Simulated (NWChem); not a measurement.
System: AlSiH4O2F; SMILES [OH][Al]([F])[O][SiH3]

Excerpt of the output:

```
             Northwest Computational Chemistry Package (NWChem) 7.3.0
             --------------------------------------------------------

                             Geometry "geometry" -> ""
                             -------------------------

 Output coordinates in angstroms (scale by  1.889725989 to convert to a.u.)

  No.       Tag          Charge          X              Y              Z
 ---- ---------------- ---------- -------------- -------------- --------------
    1 Al                  13.0000    -0.04133700     1.03338400     0.00151400
    2 F                    9.0000     1.33911400     1.97528600    -0.00356400
    3 O                    8.0000    -1.58649000     1.75180600     0.00083400
    4 H                    1.0000    -1.68982500     2.71624400    -0.00477000
    5 O                    8.0000     0.11188800    -0.64846600     0.00863300
    6 Si                  14.0000     0.04035400    -2.30693400     0.00144100
    7 H                    1.0000    -1.36948800    -2.77545400    -0.24351000
    8 H                    1.0000     0.50658700    -2.84516700     1.32749700
    9 H                    1.0000     0.92687400    -2.85293600    -1.08539900

 Effective nuclear repulsion energy (a.u.)     274.7840118995

                              NWChem Property Module
                              ----------------------

  itol2e modified to match energy
  convergence criterion.

                                 NWChem DFT Module
                                 -----------------

 Summary of "ao basis" -> "ao basis" (spherical)
 ------------------------------------------------------------------------------
       Tag                 Description            Shells   Functions and Types
 ---------------- ------------------------------  ------  ---------------------
 Al                        def2-tzvp                13       37   5s5p2d1f
 F                         def2-tzvp                11       31   5s3p2d1f
 O                         def2-tzvp                11       31   5s3p2d1f
 H                         def2-tzvp                 4        6   3s1p
 Si                        def2-tzvp                13       37   5s5p2d1f

  itol2e modified to match energy
  convergence criterion.

[...]

          -----------------------
          Electric field gradient
          -----------------------

 1 a.u. = 0.324123 10**(16) esu/cm**3  ( or statvolts/cm**2 ) = 0.97174 10**(22) v/m**2

 ------------------------------------------------------------
   Atom      X         Y         Z
 ------------------------------------------------------------
    1 Al  -0.07812   1.95281   0.00286
 ------------------------------------------------------------

 Electric field gradient in molecular frame (a.u.)
         XX             YY             ZZ             XY             XZ             YZ
 ------------------------------------------------------------------------------------------
        0.468622       0.526246      -0.994868      -0.123656      -0.001223      -0.004927

 Principal components (a.u.) and orientation
 of principal axis w.r.t. absolute frame                      Asymmetry parameter eta
 --------------------------------------------------------------------------------------
       -0.994886       0.624408       0.370478                       0.255235

        0.001117      -0.621698       0.783256
        0.003330       0.783255       0.621692
        0.999994      -0.001914      -0.002945

 ------------------------------------------------------------
   Atom      X         Y         Z
 ------------------------------------------------------------
    2 F    2.53056   3.73275  -0.00673
 ------------------------------------------------------------

 Electric field gradient in molecular frame (a.u.)
         XX             YY             ZZ             XY             XZ             YZ
 ------------------------------------------------------------------------------------------
       -0.300712       0.116572       0.184140      -0.545137       0.002527       0.000847

 Principal components (a.u.) and orientation
 of principal axis w.r.t. absolute frame                      Asymmetry parameter eta
 --------------------------------------------------------------------------------------
       -0.675778       0.491632       0.184146                       0.455010

        0.823844      -0.566815       0.001101
        0.566808       0.823842       0.003657
       -0.002980      -0.002389       0.999993

 ------------------------------------------------------------
   Atom      X         Y         Z
 ------------------------------------------------------------
    3 O   -2.99803   3.31043   0.00158
 ------------------------------------------------------------

 Electric field gradient in molecular frame (a.u.)
         XX             YY             ZZ             XY             XZ             YZ
 ------------------------------------------------------------------------------------------
        0.388317      -1.206135       0.817818       0.494617      -0.001543       0.011436

 Principal components (a.u.) and orientation
 of principal axis w.r.t. absolute frame                      Asymmetry parameter eta
 --------------------------------------------------------------------------------------
       -1.347167       0.817888       0.529279                       0.214234

       -0.274089       0.004054       0.961696
        0.961690       0.006641       0.274059
       -0.005275       0.999970      -0.005719

 ------------------------------------------------------------
   Atom      X         Y         Z
 ------------------------------------------------------------
    4 H   -3.19331   5.13296  -0.00901
 ------------------------------------------------------------

[...]
```

Level: B3LYP/def2-TZVP. Geometry: optimised at PBE-D3(BJ)/def2-SVP. B3LYP is NWChem's, with the RPA form of VWN correlation. NWChem prints the field gradient with the sign opposite to the second derivative of the potential.

### Question
Which NWChem input produces such a log?

### Answer
Several could match; the one computed here: the input that was run:
```
start job
memory heap 200 mb stack 900 mb global 1100 mb
geometry units angstroms noautosym nocenter noautoz
  Al    -0.041337     1.033384     0.001514
  F      1.339114     1.975286    -0.003564
  O     -1.586490     1.751806     0.000834
  H     -1.689825     2.716244    -0.004770
  O      0.111888    -0.648466     0.008633
  Si     0.040354    -2.306934     0.001441
  H     -1.369488    -2.775454    -0.243510
  H      0.506587    -2.845167     1.327497
  H      0.926874    -2.852936    -1.085399
end
basis spherical
  * library def2-tzvp
end
dft
  xc b3lyp
  iterations 150
  semidirect filesize 400000000
end
property
  efieldgrad
end
task dft property
```
